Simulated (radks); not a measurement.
Results of a calculation; reference values are marked as such.
Trend from Zr3+ to Cd3+: ionisation energy by Delta-SCF between NIST ground configurations, and size. Code: a radial shooting solver on a logarithmic mesh with Libxc functionals. Model: Dirac Kohn-Sham, BLYP, spin-unpolarised, spherical densities, finite nucleus; open shells fill j = l - 1/2 first; Fermi nuclear charge, rms radius of each element as measured or else 0.836 A^(1/3) + 0.57 fm.

| species | configuration | IE (eV) | NIST (eV) | kind | outermost | <r> outermost (bohr) | r at 0.001 e/bohr^3 (bohr) |
|---|---|---|---|---|---|---|---|
| Zr3+ | [Kr] 4d1 | 34.254 | 34.418 | exp. | 4d3/2 | 1.84 | 3.26 |
| Nb3+ | [Kr] 4d2 | 36.922 | 37.61 | exp. | 4d3/2 | 1.72 | 3.31 |
| Mo3+ | [Kr] 4d3 | 39.513 | 40.3 | semi-emp. | 4d3/2 | 1.61 | 3.31 |
| Tc3+ | [Kr] 4d4 | 42.042 | 41 | theory | 4d3/2 | 1.52 | 3.28 |
| Ru3+ | [Kr] 4d5 | 44.107 | 45 | theory | 4d5/2 | 1.45 | 3.24 |
| Rh3+ | [Kr] 4d6 | 46.517 | 42 | theory | 4d5/2 | 1.38 | 3.19 |
| Pd3+ | [Kr] 4d7 | 48.891 | 46 | theory | 4d5/2 | 1.32 | 3.14 |
| Ag3+ | [Kr] 4d8 | 51.237 | 49 | theory | 4d5/2 | 1.26 | 3.09 |
| Cd3+ | [Kr] 4d9 | 53.558 | 51 | theory | 4d5/2 | 1.21 | 3.04 |

Reference values: NIST Atomic Spectra Database (exp. = measured, semi-emp. = semi-empirical, theory = theoretical value adopted there). Spin polarisation and multiplet splitting are left out, so open shells lie too high by an amount that depends on their filling.

Beside tabulated values, note that spin-unpolarised runs miss the spin-polarisation part of the exchange energy of open shells.
